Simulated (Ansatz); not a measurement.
The cluster ZnI2⁺. The state is a doublet with charge 1. Geometry relaxed at r2SCAN-D4/def2-TZVP.

Cartesian coordinates in Å:
```
Zn 0.000 0.000 0.000
I -1.409 1.568 -1.213
I 1.409 -1.569 1.213
```

In the def2 sets I takes a core potential; there is no spin–orbit coupling. The relaxation made no stability test and no search for a lower SCF solution. The structure comes from a short search, and lower isomers may exist.

**Question.** Estimate the harmonic wavenumbers at UKS r2SCAN-D4/def2-TZVP (Ansatz, unscaled). Is this a minimum?

**Answer.** 52, 57, 146, 299 cm⁻¹. Yes, no mode is imaginary beyond noise. Zero-point energy 3.3 kJ/mol. Run time 3.5 min (4 threads of Arm Neoverse V1 on a shared host).
